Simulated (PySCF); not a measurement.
Species: benzoxazole, C7H5NO.
Structure used (PBE0-D3(BJ)/def2-SVP), in Å, numbered top down from 1:
```
atom  x, y, z in Å
C1    -1.8949    0.6950    0.0704
C2    -1.9374   -0.7100    0.1189
C3    -0.7785   -1.4811    0.0494
C4     0.4071   -0.7706   -0.0694
O5     1.6798   -1.2395   -0.1554
C6     2.4402   -0.1218   -0.2570
N7     1.8090    0.9976   -0.2437
C8     0.4762    0.6286   -0.1222
C9    -0.6943    1.3875   -0.0511
H10   -2.8319    1.2531    0.1292
H11   -2.9038   -1.2103    0.2131
H12   -0.7990   -2.5711    0.0853
H13    3.5148   -0.2815   -0.3409
H14   -0.6552    2.4771   -0.0900
```

Computed with PySCF at PBE0/pcSseg-1 and CAM-B3LYP/def2-SVPD, non-relativistic, on one gas-phase PBE0-D3(BJ)/def2-SVP geometry that isn't relaxed in the solvent. The solvent is an IEF-PCM continuum (Bondi radii, 1.10 Å for H, scaled by 1.2). The model holds no explicit solvent molecules, cavitation or dispersion.

Gas phase at PBE0/pcSseg-1: HOMO -7.14 eV, LUMO -1.01 eV, dipole 1.37 D.

Q: What does the continuum do to the energy, the frontier levels and the dipole at PBE0/pcSseg-1 in chloroform and dimethylsulfoxide?

A: 
```csv
solvent,ε,E(solvent) − E(gas) (kJ/mol),polarisation term (kJ/mol),distortion of the solute (kJ/mol),HOMO (eV),LUMO (eV),dipole (D)
chloroform,4.711,-16.96,-18.61,1.65,-7.15,-0.99,1.73
dimethylsulfoxide,46.83,-23.88,-27.26,3.38,-7.17,-1.01,1.91
```

The first energy column is the sum of the next two and covers electrostatics alone. From chloroform to dimethylsulfoxide the lowering changes by a factor 1.41, Onsager's factor (ε − 1)/(2ε + 1) by 1.36 and ε itself by 9.9.

Q: Which radius a makes the point-dipole formula ΔE = −[(ε − 1)/(2ε + 1)]·μ²/a³ give the value in dimethylsulfoxide, with the gas-phase dipole?

A: μ = 0.538 au and |ΔE| = 0.00910 Eh give a = 1.32 Å; the farthest nucleus lies 3.69 Å from the centroid of the nuclei, so such a sphere wouldn't even hold the nuclei. The formula assumes a rigid point dipole at the centre of a sphere.

Q: Give the dipole vector in the frame of the coordinates (D, pointing from negative to positive charge), gas and dimethylsulfoxide.

A: Gas (-0.65, -1.20, 0.09), solvent (-0.85, -1.71, 0.12). Its length changes by +40 % and its direction by 2°.

Q: Which Hirshfeld charges (PBE0/pcSseg-1) respond most in chloroform (means over atoms taken as equivalent)?

A: 
| atoms | environment | gas (e) | solvent (e) | change |
| --- | --- | --- | --- | --- |
| N7 | pyridine-type nitrogen | -0.194 | -0.215 | -0.021 |
| H13 | aromatic hydrogen | +0.082 | +0.093 | +0.011 |
| C8 | ring-fusion aromatic carbon | +0.015 | +0.008 | -0.007 |
| H12 | aromatic hydrogen | +0.060 | +0.067 | +0.007 |
| C6 | aromatic CH next to a ring nitrogen | +0.102 | +0.108 | +0.006 |
| H11 | aromatic hydrogen | +0.053 | +0.059 | +0.006 |
| C9 | aromatic CH carbon | -0.046 | -0.052 | -0.006 |
| H10 | aromatic hydrogen | +0.052 | +0.057 | +0.005 |

Q: How do the nuclear quadrupole coupling constants eQVzz/h respond in chloroform?

A: 
```json
{"nucleus": "17O at O5", "Q (barn)": "-0.0256", "gas (MHz)": "-8.84", "solvent (MHz)": "-8.77", "η gas": "0.21", "η solvent": "0.21"}
{"nucleus": "14N at N7", "Q (barn)": "0.02044", "gas (MHz)": "-4.43", "solvent (MHz)": "-4.25", "η gas": "0.10", "η solvent": "0.06"}
```

Gas phase at CAM-B3LYP/def2-SVPD: HOMO -8.30 eV, LUMO 0.00 eV, dipole 1.38 D.

Q: What does the continuum do to the energy, the frontier levels and the dipole at CAM-B3LYP/def2-SVPD in chloroform and dimethylsulfoxide?

A: 
```csv
solvent,ε,E(solvent) − E(gas) (kJ/mol),polarisation term (kJ/mol),distortion of the solute (kJ/mol),HOMO (eV),LUMO (eV),dipole (D)
chloroform,4.711,-15.81,-17.56,1.75,-8.28,0.05,1.78
dimethylsulfoxide,46.83,-22.34,-25.95,3.61,-8.30,0.04,1.98
```

Q: How does the static polarisability (CAM-B3LYP/def2-SVPD, frozen core, with the continuum's full static response) change?

A: 
```
           medium  isotropic (au)  principal values (au)  ⟨r²⟩ of the electrons (bohr²)
              gas            86.1      49.4, 90.9, 118.0                          949.7
       chloroform           109.8     61.0, 118.0, 150.5                          948.6
dimethylsulfoxide           121.3     68.4, 131.1, 164.2                          948.1
```

The isotropic value in dimethylsulfoxide is 1.41 times the gas-phase one; no cavity-field correction is applied. ⟨r²⟩ is taken about the centre of nuclear charge.
